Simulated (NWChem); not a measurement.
BeSiH3Cl; SMILES [Be]([SiH3])[Cl]

```xyz
6

Be     0.0000     0.0000    -0.1617
Cl     0.0000     0.0000    -1.9849
Si     0.0000     0.0000     2.0076
H      0.5524    -1.2790     2.5588
H     -1.3839     0.1611     2.5588
H      0.8315     1.1179     2.5588
```
Atoms are numbered in this order, from 1.

Coordinates come from a PBE0/def2-SVP optimisation.

Q: List the 4 lowest vertical singlet excitations and the 4 lowest triplet ones from B3LYP/def2-SVP, full TDDFT (NWChem).

A: 
| state | energy (eV) | oscillator strength | leading excitation (squared amplitude) |
|---|---|---|---|
| S1 | 6.04 | 0.073 | HOMO → LUMO (0.94) |
| S2 | 6.04 | 0.073 | HOMO → LUMO+1 (0.94) |
| S3 | 6.76 | 0.000 | HOMO−2 → LUMO (0.45) |
| S4 | 6.83 | 0.001 | HOMO−1 → LUMO+1 (0.43) |
| T1 | 4.75 | spin-forbidden | HOMO → LUMO (0.99) |
| T2 | 4.75 | spin-forbidden | HOMO → LUMO+1 (0.99) |
| T3 | 6.33 | spin-forbidden | HOMO−1 → LUMO (0.37) |
| T4 | 6.52 | spin-forbidden | HOMO → LUMO+2 (0.48) |
